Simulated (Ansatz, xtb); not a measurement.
## Two structures of BrCl2SiSn+

We compare a, a singlet given by its coordinates, with b, a singlet given by its coordinates. Both are isolated ions in the gas phase, relaxed with PBE0-D3(BJ)/def2-SVP.

a (Å):

```xyz
5

Br    0.0895    0.5510   -2.1056
Cl   -1.7114   -1.7798   -0.0076
Cl    0.6732    0.2590    1.3536
Si   -1.5492    0.2492    0.1093
Sn    2.1620    0.8589   -0.5548
```

Close contacts (Å): Br1–Si4 2.77, Br1–Sn5 2.61, Cl2–Si4 2.04, Cl3–Si4 2.55, Cl3–Sn5 2.49.

b (Å):

```xyz
5

Br   -1.4595   -0.0995   -2.4519
Cl    0.3529    1.2089    0.7336
Cl   -0.0063   -1.9534    0.6455
Si   -0.3267   -0.3534    2.0511
Sn    0.8662   -0.3848   -1.6814
```

Close contacts (Å): Br1–Sn5 2.47, Cl2–Si4 2.15, Cl2–Sn5 2.94, Cl3–Si4 2.15, Cl3–Sn5 2.94.

Task: Estimate E(b) − E(a) at the level CCSD(T)/def2-SVP + ΔMP2/def2-TZVPP.

Result: Too close to call at this level: CCSD(T)/def2-SVP + ΔMP2/def2-TZVPP gives E(b) − E(a) = −0.031 eV.

How the difference moves with the method:

```csv
level,geometry,E(b) − E(a) (eV),departure from the last row (eV),"job, with rough time for the two"
PBE0-D3(BJ)/def2-SVP,PBE0-D3(BJ)/def2-SVP,+0.013,+0.044,"optimisation, 84 s"
HF/def2-SVP,PBE0-D3(BJ)/def2-SVP,−0.160,−0.129,part of the CCSD(T) run
MP2/def2-SVP,PBE0-D3(BJ)/def2-SVP,−0.073,−0.042,part of the CCSD(T) run
CCSD(T)/def2-SVP,PBE0-D3(BJ)/def2-SVP,−0.105,−0.074,single point
CCSD(T)/def2-SVP + ΔMP2/def2-TZVPP,PBE0-D3(BJ)/def2-SVP,−0.031,,"single point, 48 s"
```

The largest departure from CCSD(T)/def2-SVP + ΔMP2/def2-TZVPP is that of HF/def2-SVP, 0.129 eV. Levels run at GFN2-xTB geometries aren't shown. The last row adds to CCSD(T) the change of the MP2 difference between the two basis sets, here +0.074 eV.

With harmonic frequencies from PBE0-D3(BJ)/def2-SVP (ideal gas, rigid rotor, one conformer each, 400 K, 1 atm): on the last row, ΔE + ΔZPE = −0.035 eV. A mode under 50 cm⁻¹ makes harmonic enthalpies and free energies unreliable, so none is given.

The correlated steps freeze 28 core orbitals; the filled d shell of Br and Sn is correlated, in a basis made for valence electrons. Atoms past krypton carry core potentials in the def2 sets and no spin–orbit term is included. Run with Ansatz 0.2.0; the last row on 2 threads of Intel(R) Xeon(R) Platinum 8259CL CPU @ 2.50GHz (Skylake/Cascade Lake) on a shared host.
